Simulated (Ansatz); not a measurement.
Program: Ansatz. Geometries: PBE0-D4/def2-TZVP. ΔE: electronic, gas phase. CBS: MP2 limit from def2 TZ/QZ plus the TZ coupled-cluster correction, frozen cores. Functionals use def2-TZVPP. B3LYP here is the variant with VWN-RPA as its local correlation; programs differ in this. For Se outer-core shells are correlated without core-valence functions, which leaves a few kJ/mol of doubt a bond. Scalar relativity is left out up to krypton. One conformer a species, not always the lowest.

`[SiH3]C[SeH]` + `B[SiH2]COC` → `B[SiH2]C[SiH3]` + `COC[SeH]`  (redistribution)

`[SiH3]C[SeH]`:

```xyz
9

Si    0.763    0.300    0.716
C    -0.028   -0.280   -0.881
Se   -1.943    0.124   -0.911
H     0.627    1.772    0.840
H     2.208   -0.066    0.744
H     0.085   -0.357    1.864
H     0.386    0.273   -1.727
H     0.124   -1.343   -1.068
H    -2.222   -0.423    0.424
```

`B[SiH2]COC`:

Z-matrix (Å, degrees):
```
Si
C 1 1.891
B 1 2.010 2 112.9
H 1 1.492 2 109.5 3 121.2
H 1 1.493 2 109.5 3 -121.1
O 2 1.406 1 110.0 3 180.0
H 2 1.103 1 109.4 3 57.9
H 2 1.103 1 109.4 3 -57.9
H 3 1.197 1 123.5 2 -0.1
H 3 1.197 1 119.6 2 179.9
C 6 1.401 2 112.6 1 -180.0
H 11 1.099 6 111.4 2 60.5
H 11 1.099 6 111.4 2 -60.5
H 11 1.091 6 107.7 2 -180.0
```

`B[SiH2]C[SiH3]`:

Cartesian coordinates in Å:
```
B -1.322 -1.815 -1.574
Si 0.077 -0.554 -0.877
C -0.362 0.384 0.690
Si 1.016 1.459 1.357
H -1.181 -2.321 -2.650
H -2.297 -2.122 -0.950
H 0.458 0.420 -1.943
H 1.288 -1.396 -0.622
H -1.238 1.011 0.493
H -0.656 -0.337 1.461
H 1.424 2.464 0.338
H 2.200 0.623 1.692
H 0.592 2.185 2.585
```

`COC[SeH]`:

Cartesian coordinates in Å:
```
C -1.275 -0.356 -0.194
O -0.664 0.720 0.472
C 0.683 0.854 0.206
Se 1.856 -0.539 0.986
H -0.868 -1.314 0.150
H -2.338 -0.314 0.038
H -1.138 -0.278 -1.281
H 0.898 0.877 -0.867
H 1.018 1.781 0.669
H 1.828 -1.431 -0.180
```

| level | ΔE (eV) |
| --- | --- |
| r2SCAN-D4 | -0.40 |
| B3LYP-D4 | -0.35 |
| ωB97M-V | -0.34 |
| r2SCAN | -0.40 |
| B3LYP | -0.32 |
| HF/def2-TZVPP | -0.27 |
| HF/def2-QZVPP | -0.27 |
| SCS-MP2/def2-QZVPP | -0.32 |

(1) What does CCSD(T)/CBS give? (An estimate is asked.)

Largest T1 diagnostic among the species: 0.011.

## Answers

(1) Computed: -0.34 eV. The listed levels differ from it by -0.06, -0.01, 0.00, -0.06, 0.02, 0.07, 0.07, 0.02 eV.

In def2-TZVPP, CCSD(T) changes the Hartree–Fock value by −0.07 eV (the triples alone add −0.02 eV) and MP2 by −0.09 eV.
